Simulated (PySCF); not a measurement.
NMR data simulated for an unnamed compound:

¹H NMR (600 MHz, computed): δ 7.51 (m, 1H), 7.14 (m, 1H), 7.05 (m, 1H), 6.67 (m, 1H), 6.56 (m, 1H), 5.70 (m, 1H), 5.52 (m, 1H), 2.14 (s, 3H).

¹³C{¹H} NMR (computed): δ 162.3 (C), 146.9 (CH), 139.9 (CH), 132.2 (CH), 132.1 (C), 125.3 (CH2), 118.7 (CH), 114.0 (CH), 14.7 (CH3).

[PySCF 2.14: σ from GIAO-PBE0/pcSseg-1; GFN2-xTB structure; one conformer; non-relativistic; no solvent model; averaged over atoms made equivalent by symmetry, fast rotation or ring inversion]

Scale: ¹H (31.72 ppm) and ¹³C (186.93 ppm) against TMS (reference shieldings calculated alike).

**Question.** Which of these does the molecule contain: a vinyl group CH=CH2, a heteroaromatic ring, a (CH3)2CH unit, a Si–CH3 group, a non-aromatic C=C double bond, an NH or NH2 group?

**Answer.** 
- A vinyl group CH=CH2: yes (δC 125.3, 139.9; δH 5.70 (m), 5.52 (m), 7.05 (m)).
- A heteroaromatic ring: yes.
- A (CH3)2CH unit: no.
- A Si–CH3 group: no.
- A non-aromatic C=C double bond: yes.
- An NH or NH2 group: no.

The data belong to `InChI=1S/C9H10O/c1-3-5-8(2)9-6-4-7-10-9/h3-7H,1H2,2H3/b8-5+`; they needn't prove each group on their own.

Carbon signals by region: 1 in the far downfield region (above 160 ppm), 7 in the sp2 and nitrile region (100–160 ppm), 1 below 50 ppm. Above 160 ppm: 162.3, substituted aromatic carbon next to the ring oxygen.

Shifts are as computed. Against solution values, carbons near 30 ppm lie about +3 ppm off and those near 130 ppm about +5 ppm. Of 1211 compounds with measured shifts, 218 miss one by over three times the rms of a fit or turn the order of signals round; such compounds aren't used in these exercises. No couplings were computed; multiplicities are counted from neighbouring protons, with m where these are inequivalent, close in shift, in a saturated or five-membered ring or joined by F or P, and br s for small geminal =CH2 splittings.
